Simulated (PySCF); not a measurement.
## Al (aluminium, neutral) across methods

[Ne] 3s2 4s1, 2S determinant (an excited configuration). Computed with PySCF 2.14 in aug-cc-pV(D+d)Z (5s4p3d, 32 functions), with no relativity, point nucleus.

| method | E (hartree) | mean ε 3s α (eV) | mean ε 3s β (eV) | mean ε 4s α (eV) | Σ⟨r²⟩ (bohr²) | ⟨S²⟩ |
| --- | --- | --- | --- | --- | --- | --- |
| UHF | -241.76097 | -13.613 | -13.365 | -2.517 | 69.42 | 0.750 |
| LC-wPBE | -242.1385 | -14.114 | -13.967 | -2.865 | 68.69 | 0.750 |
| r2SCAN | -242.2031 | -10.765 | -10.709 | -1.614 | 69.24 | 0.751 |
| B97-3 | -242.2162 | -11.518 | -11.471 | -1.870 | 68.10 | 0.750 |
| r2SCANh | -242.2027 | -11.124 | -11.050 | -1.725 | 69.09 | 0.751 |
| LDA | -241.1885 | -10.673 | -10.575 | -1.600 | 67.36 | 0.750 |
| wB97X-V | -242.1927 | -13.737 | -13.620 | -2.659 | 68.43 | 0.750 |
| PBE0 | -242.1278 | -11.538 | -11.432 | -1.972 | 68.68 | 0.750 |
| PBE | -242.1064 | -10.578 | -10.499 | -1.679 | 68.54 | 0.750 |

The outer electron is Rydberg-like, and this basis confines it to a smaller radius and binds it less than a complete one would.
